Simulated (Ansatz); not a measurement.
`O=C=[N][Al]([F])[Cl]` + `C[Se][SiH2]Cl` → `C[Se][Al]([F])[Cl]` + `O=C=N[SiH2]Cl`  (redistribution)

Computed with Ansatz on PBE0-D4/def2-TZVP structures; ΔE is electronic, products minus reactants. CCSD(T)/CBS adds triple-zeta CCSD(T) − MP2 to the extrapolated MP2 energy (def2 sets, frozen cores). This one scheme is used for every species. DFT in def2-TZVPP. For Se outer-core shells are correlated without core-valence functions, which leaves a few kJ/mol of doubt a bond. Scalar relativity is left out up to krypton. Each species was taken in one conformer, which may not be the lowest.

`O=C=[N][Al]([F])[Cl]`:

Cartesian coordinates in Å:
```
O -2.335 1.133 1.390
C -1.387 0.738 0.845
N -0.407 0.340 0.286
Al 0.946 -0.381 -0.539
F 2.268 0.527 -0.846
Cl 0.914 -2.357 -1.135
```

`C[Se][SiH2]Cl`:

```xyz
9

C    -0.188   -1.293    0.930
Se   -0.303   -1.031   -1.007
Si    0.051    1.190   -0.987
Cl    1.928    1.680   -0.292
H    -0.353   -2.355    1.104
H    -0.958   -0.714    1.435
H     0.802   -1.012    1.284
H    -0.078    1.661   -2.384
H    -0.902    1.873   -0.082
```

`C[Se][Al]([F])[Cl]`:

Cartesian coordinates in Å:
```
C -0.932 -0.829 0.738
Se 0.990 -1.024 0.371
Al 1.283 0.877 -0.856
F 2.769 1.235 -1.450
Cl -0.291 2.185 -1.248
H -1.497 -0.840 -0.190
H -1.122 0.087 1.290
H -1.201 -1.690 1.346
```

`O=C=N[SiH2]Cl`:

```xyz
7

O     2.624   -1.202    0.767
C     1.632   -0.813    0.306
N     0.622   -0.435   -0.212
Si   -0.870    0.370   -0.323
Cl   -1.302    1.315    1.439
H    -0.780    1.389   -1.386
H    -1.927   -0.624   -0.589
```

```tsv
level	ΔE (kJ/mol)
CAM-B3LYP-D4	-5.9
RPA@PBE/def2-TZVPP	-5.5
```

**Question.** What does CCSD(T)/CBS give? (Best estimate.)

**Answer.** Computed: -5.0 kJ/mol. The listed levels differ from it by -0.9, -0.5 kJ/mol.

**Question.** What do rigid-rotor, harmonic-oscillator terms from PBE0-D4/def2-TZVP frequencies (298.15 K, 1 bar) make of the CCSD(T)/CBS value? (Best estimate.)

**Answer.** The calculation gave: ΔZPE = +1.1 kJ/mol, ΔH = -3.5 kJ/mol, ΔS = 10 J/(mol·K), ΔG = -6.4 kJ/mol. Modes under 50 cm⁻¹ make the entropy rough.

Largest T1 diagnostic among the species: 0.014.

In def2-TZVPP, CCSD(T) changes the Hartree–Fock value by +3.3 kJ/mol (the triples alone add −0.2 kJ/mol) and MP2 by +3.0 kJ/mol. At CCSD(T), def2-SVP lies +4.5 kJ/mol from the extrapolated value and def2-TZVPP +0.4 kJ/mol. Leaving LDA and LC-ωPBE aside and taking each functional with its dispersion term where it has one, the values, not all of them listed here, spread over 3.5 kJ/mol, from BHLYP-D4 to revPBE-D4.
